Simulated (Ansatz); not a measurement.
A first, cheap relaxation of CH₄BrFOSi, SMILES `OC(Br)[SiH2]F`.

```yaml
crystal:
  periodic: [false, false, false]
  atoms:
    - {symbol: O, position_ang: [0.457200, 1.652500, -0.367200]}
    - {symbol: C, position_ang: [0.487200, 0.266700, -0.357400]}
    - {symbol: Br, position_ang: [0.066100, -0.332000, -2.196600]}
    - {symbol: Si, position_ang: [-0.509600, -0.661500, 0.837500]}
    - {symbol: F, position_ang: [-0.220300, -2.243400, 0.742200]}
    - {symbol: H, position_ang: [0.574600, 1.964900, -1.306500]}
    - {symbol: H, position_ang: [1.568600, 0.010700, -0.195300]}
    - {symbol: H, position_ang: [-1.996200, -0.490700, 0.542000]}
    - {symbol: H, position_ang: [-0.339100, -0.213400, 2.284300]}
basis:
  gaussian: {orbitals: def2-SVP}
hamiltonian: {xc: pbe, dispersion: d4}
relax: {f_tol: 0.03, max_steps: 200}
```

```sh
$ ansatz run in.yaml --threads 4 --pin off --events-out ev --progress --plain --max-ram 10444MiB
```

Shortened log:

```
Functional definition: PBE
mean field -83754.44276904 eV, -3077.9190009617 hartree, gradient 2.6e-5 eV, S^2 0.000000; 0 other end points of the search recorded, 0 dependent functions left out
relax step   1: F+E_penalty+E_count = -83754.65507039 eV  Δ(F+E_penalty+E_count) = +0.000e0 eV  max|allowed force component| = 2.863e0 eV/Å  Δτ_max = 0.0000 Å  (27 SCF iters, accepted)
mean field -83754.79888469 eV, -3077.9320879706 hartree, gradient 1.9e-5 eV, S^2 0.000000; 0 other end points of the search recorded, 0 dependent functions left out
relax step   2: F+E_penalty+E_count = -83755.01227055 eV  Δ(F+E_penalty+E_count) = -3.572e-1 eV  max|allowed force component| = 1.058e0 eV/Å  Δτ_max = 0.1515 Å  (36 SCF iters, accepted)
mean field -83754.88679185 eV, -3077.9353184991 hartree, gradient 2.0e-5 eV, S^2 0.000000; 0 other end points of the search recorded, 0 dependent functions left out
relax step   3: F+E_penalty+E_count = -83755.09908016 eV  Δ(F+E_penalty+E_count) = -8.681e-2 eV  max|allowed force component| = 1.211e0 eV/Å  Δτ_max = 0.1217 Å  (35 SCF iters, accepted)
mean field -83754.93285402 eV, -3077.9370112526 hartree, gradient 1.2e-5 eV, S^2 0.000000; 0 other end points of the search recorded, 0 dependent functions left out
relax step   4: F+E_penalty+E_count = -83755.14466270 eV  Δ(F+E_penalty+E_count) = -4.558e-2 eV  max|allowed force component| = 4.670e-1 eV/Å  Δτ_max = 0.1066 Å  (30 SCF iters, accepted)
mean field -83754.94866006 eV, -3077.9375921141 hartree, gradient 2.4e-5 eV, S^2 0.000000; 0 other end points of the search recorded, 0 dependent functions left out
relax step   5: F+E_penalty+E_count = -83755.16037376 eV  Δ(F+E_penalty+E_count) = -1.571e-2 eV  max|allowed force component| = 2.337e-1 eV/Å  Δτ_max = 0.0695 Å  (29 SCF iters, accepted)
mean field -83754.94995863 eV, -3077.9376398356 hartree, gradient 2.2e-5 eV, S^2 0.000000; 0 other end points of the search recorded, 0 dependent functions left out
relax step   6: F+E_penalty+E_count = -83755.16136283 eV  Δ(F+E_penalty+E_count) = -9.891e-4 eV  max|allowed force component| = 2.564e-1 eV/Å  Δτ_max = 0.0425 Å  (30 SCF iters, accepted)
mean field -83754.95253643 eV, -3077.9377345678 hartree, gradient 2.2e-5 eV, S^2 0.000000; 0 other end points of the search recorded, 0 dependent functions left out
relax step   7: F+E_penalty+E_count = -83755.16459078 eV  Δ(F+E_penalty+E_count) = -3.228e-3 eV  max|allowed force component| = 6.286e-2 eV/Å  Δτ_max = 0.0255 Å  (30 SCF iters, accepted)
mean field -83754.95288905 eV, -3077.9377475266 hartree, gradient 2.1e-5 eV, S^2 0.000000; 0 other end points of the search recorded, 0 dependent functions left out
relax step   8: F+E_penalty+E_count = -83755.16481651 eV  Δ(F+E_penalty+E_count) = -2.257e-4 eV  max|allowed force component| = 3.185e-2 eV/Å  Δτ_max = 0.0086 Å  (31 SCF iters, accepted)
mean field -83754.95299133 eV, -3077.9377512853 hartree, gradient 1.3e-5 eV, S^2 0.000000; 0 other end points of the search recorded, 0 dependent functions left out
relax step   9: F+E_penalty+E_count = -83755.16490256 eV  Δ(F+E_penalty+E_count) = -8.605e-5 eV  max|allowed force component| = 3.476e-3 eV/Å  Δτ_max = 0.0046 Å  (24 SCF iters, accepted)
mean field -83754.95299133 eV, -3077.9377512853 hartree, gradient 1.3e-5 eV, S^2 0.000000; 1 other end points of the search recorded, 0 dependent functions left out
Total energy: -83755.16493598 eV, -3077.9455401073 hartree
Atom 0 at     0.198945     1.606042    -0.377370 Å, force    -0.000896    -0.000106     0.001714 eV/Å
Atom 1 at     0.496327     0.263811    -0.440500 Å, force    -0.002360     0.003476    -0.000124 eV/Å
Atom 2 at     0.030348    -0.561374    -2.248378 Å, force     0.002427    -0.000379     0.001445 eV/Å
Atom 3 at    -0.578475    -0.649805     0.844571 Å, force    -0.003239     0.001015     0.001028 eV/Å
Atom 4 at    -0.178101    -2.236467     0.815820 Å, force     0.001830    -0.003314     0.000042 eV/Å
Atom 5 at     0.815835     2.103441    -0.950142 Å, force     0.001161     0.000810    -0.000749 eV/Å
Atom 6 at     1.580185     0.026609    -0.366912 Å, force    -0.001139    -0.002874    -0.001593 eV/Å
Atom 7 at    -2.021239    -0.475952     0.492956 Å, force     0.001405     0.000699     0.000318 eV/Å
Atom 8 at    -0.255325    -0.122504     2.212954 Å, force     0.000811     0.000673    -0.002082 eV/Å
Dipole moment:     0.283046     0.460739     0.130115 e Å
```

Hardware: 4 threads of an Arm Neoverse V1 on a shared host. Wall time 16 s, peak host memory 0.19 GiB.
